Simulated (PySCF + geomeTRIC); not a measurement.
The multiplicity is imposed and other spin states were not computed.

Species: [Zn(NH2)(OH)] (charge 0, multiplicity 1).

### Question
Give a relaxed geometry from TPSS-D3(BJ)/def2-SVP (PySCF + geomeTRIC).

### Answer
This is not unique; one that fits is the end point of this relaxation, one of several conformers.
Cartesian coordinates (Å) in one orientation:
```xyz
6

Zn    -0.033    -0.112    -0.113
N     -0.940    -0.978     1.217
H     -1.371    -0.344     1.903
H     -0.354    -1.619     1.766
O      0.637     0.578    -1.612
H      1.388     1.175    -1.446
```
